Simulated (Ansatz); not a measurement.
`[OH][GeH]([F])[F]` → `[F][Ge][F]` + H₂O at 600 K and 1 bar (germylene formation by 1,1-elimination).

Gas-phase electronic energies from Ansatz, PBE0-D4/def2-TZVP geometries. CCSD(T)/CBS is the MP2 limit (def2-TZVPP, def2-QZVPP) plus CCSD(T) − MP2 in def2-TZVPP, frozen cores. This one scheme is used for every species. For Ge outer-core shells are correlated without core-valence functions, which leaves a few kJ/mol of doubt a bond. Scalar relativity is left out up to krypton. Each species was taken in one conformer, which may not be the lowest.

```csv
species,CCSD(T)/CBS energy (Eh),H − E (kJ/mol),S (J/(mol·K))
`[OH][GeH]([F])[F]`,-2352.17909,115.3,379.6
`[F][Ge][F]`,-2275.77030,37.2,307.1
H₂O,-76.37941,76.8,212.8
```

H − E and S are ideal-gas, rigid-rotor, harmonic terms from PBE0-D4/def2-TZVP, for one conformer and one mirror image of each species. 1 Eh = 2625.50 kJ/mol, R = 8.31446 J/(mol·K).

Task: By hand: ΔE, ΔH, ΔS and ΔG.

Result: ΔE = (-2275.77030) + (-76.37941) − (-2352.17909) = 0.02938 Eh = 77.1 kJ/mol. Δ(H − E) = 37.2 + 76.8 − 115.3 = -1.3, so ΔH = 75.8 kJ/mol. ΔS = 307.1 + 212.8 − 379.6 = 140.3 J/(mol·K). ΔG = 75.8 − 600 × (140.3)/1000 = -8.4 kJ/mol.

Task: By hand: the equilibrium constant, and the temperature at which ΔG would vanish if ΔH and ΔS stayed fixed.

Result: log₁₀ K = −ΔG/(RT ln 10) = 0.7. ΔG = 0 at ΔH/ΔS = 540 K.

The number of gas molecules changes by +1, which sets the sign of ΔS. A doubt of 5 kJ/mol in ΔE shifts log₁₀ K by 0.4 here. Other conformers and mirror images would add mixing entropy, several J/(mol·K) or more a flexible species. These are equilibria of isolated gas molecules and say nothing of rates. Largest T1 diagnostic: 0.015 (customary marks: 0.02 for closed shells, 0.045 for open ones).
